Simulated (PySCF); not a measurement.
Molecule: SMILES CC(CCOC)C, C6H14O.

Molfile (atoms numbered from 1):
```
C6H14O
     RDKit          3D

 21 20  0  0  0  0  0  0  0  0999 V2000
    2.7880   -0.5186    0.0622 C   0  0  0  0  0  0  0  0  0  0  0  0
    1.4786   -0.4407   -0.3984 O   0  0  0  0  0  0  0  0  0  0  0  0
    0.8318   -1.6790   -0.4598 C   0  0  0  0  0  0  0  0  0  0  0  0
   -0.5851   -1.4793   -0.9525 C   0  0  0  0  0  0  0  0  0  0  0  0
   -1.4260   -0.5065   -0.1231 C   0  0  0  0  0  0  0  0  0  0  0  0
   -1.5771   -0.9549    1.3257 C   0  0  0  0  0  0  0  0  0  0  0  0
   -2.7867   -0.2947   -0.7752 C   0  0  0  0  0  0  0  0  0  0  0  0
    3.4339   -1.1154   -0.6137 H   0  0  0  0  0  0  0  0  0  0  0  0
    2.8481   -0.9735    1.0718 H   0  0  0  0  0  0  0  0  0  0  0  0
    3.1925    0.5024    0.1165 H   0  0  0  0  0  0  0  0  0  0  0  0
    0.8372   -2.1632    0.5401 H   0  0  0  0  0  0  0  0  0  0  0  0
    1.3737   -2.3685   -1.1414 H   0  0  0  0  0  0  0  0  0  0  0  0
   -1.0814   -2.4665   -0.9865 H   0  0  0  0  0  0  0  0  0  0  0  0
   -0.5416   -1.1145   -1.9930 H   0  0  0  0  0  0  0  0  0  0  0  0
   -0.8874    0.4573   -0.1237 H   0  0  0  0  0  0  0  0  0  0  0  0
   -2.0704   -1.9403    1.3872 H   0  0  0  0  0  0  0  0  0  0  0  0
   -0.6056   -1.0307    1.8371 H   0  0  0  0  0  0  0  0  0  0  0  0
   -2.1911   -0.2411    1.8970 H   0  0  0  0  0  0  0  0  0  0  0  0
   -3.3657   -1.2339   -0.7965 H   0  0  0  0  0  0  0  0  0  0  0  0
   -2.6859    0.0567   -1.8142 H   0  0  0  0  0  0  0  0  0  0  0  0
   -3.3837    0.4499   -0.2256 H   0  0  0  0  0  0  0  0  0  0  0  0
  1  2  1  0
  2  3  1  0
  3  4  1  0
  4  5  1  0
  5  6  1  0
  5  7  1  0
  1  8  1  0
  1  9  1  0
  1 10  1  0
  3 11  1  0
  3 12  1  0
  4 13  1  0
  4 14  1  0
  5 15  1  0
  6 16  1  0
  6 17  1  0
  6 18  1  0
  7 19  1  0
  7 20  1  0
  7 21  1  0
M  END
```

Geometry PBE0-D3(BJ)/def2-SVP throughout; GIAO in PySCF, gas phase, one conformer, non-relativistic; equivalent atoms averaged; functional PBE0.

(1) How do the absolute shieldings σ depend on the basis set? (a selection of nuclei; ppm; last column core-seconds on shared hosts with different chips, so compare them loosely)

(2) Which nucleus among those listed moves most, in ppm?

(3) Taking the largest basis, def2-TZVP (301 functions), as the yardstick, rank the others by their worst heavy-atom deviation.

Answers

(1) 
| basis set | functions | C3 | C1 | C4 | C6/C7 | O2 | H8/H9/H10 | H11/H12 | H13/H14 | H16/H17/H18/H19/H20/H21 | core-s |
| --- | --- | --- | --- | --- | --- | --- | --- | --- | --- | --- | --- |
| STO-3G | 49 | 178.4 | 185.2 | 204.5 | 211.7 | 376.7 | 30.89 | 31.13 | 31.64 | 31.87 | 5.5 |
| pcSseg-0 | 91 | 120.1 | 130.5 | 152.0 | 168.7 | 330.4 | 29.30 | 29.63 | 31.56 | 31.86 | 9.7 |
| 6-31G | 91 | 132.4 | 142.8 | 160.6 | 176.6 | 314.8 | 29.19 | 29.27 | 31.07 | 31.54 | 11 |
| 6-31G* | 126 | 128.0 | 137.6 | 156.6 | 172.2 | 320.9 | 28.72 | 28.68 | 30.59 | 31.05 | 15 |
| cc-pVDZ | 168 | 128.5 | 139.9 | 155.9 | 173.7 | 319.6 | 28.14 | 28.18 | 30.09 | 30.49 | 25 |
| def2-SVP | 168 | 126.9 | 137.4 | 155.2 | 171.7 | 323.7 | 28.25 | 28.30 | 30.21 | 30.58 | 23 |
| pcSseg-1 | 189 | 114.0 | 125.0 | 143.7 | 161.5 | 314.0 | 27.98 | 28.12 | 30.10 | 30.43 | 28 |
| 6-311+G(2d,p) | 273 | 117.1 | 128.3 | 145.9 | 164.6 | 309.8 | 28.23 | 28.23 | 30.20 | 30.71 | 50 |
| aug-cc-pVDZ | 287 | 127.9 | 139.0 | 154.7 | 173.5 | 318.2 | 28.01 | 28.06 | 30.01 | 30.51 | 60 |
| def2-TZVP | 301 | 115.6 | 127.4 | 145.2 | 163.9 | 312.3 | 28.21 | 28.21 | 30.15 | 30.66 | 63 |

(2) O2 (ether oxygen): from 309.8 ppm with 6-311+G(2d,p) to 376.7 ppm with STO-3G. The smallest spread is 1.44 ppm, at H16/H17/H18/H19/H20/H21. Proton shifts span only some 12 ppm, so a few tenths of a ppm matter as much there as several ppm in carbon.

(3) pcSseg-1 2.5 ppm (189 functions), 6-311+G(2d,p) 2.5 ppm (273 functions), def2-SVP 11.4 ppm (168 functions), aug-cc-pVDZ 12.2 ppm (287 functions), 6-31G* 12.4 ppm (126 functions), cc-pVDZ 12.8 ppm (168 functions), 6-31G 16.7 ppm (91 functions), pcSseg-0 18.1 ppm (91 functions), STO-3G 64.4 ppm (49 functions).

A small basis that lands close on one nucleus may do so by chance; judge by the trend and by all nuclei.
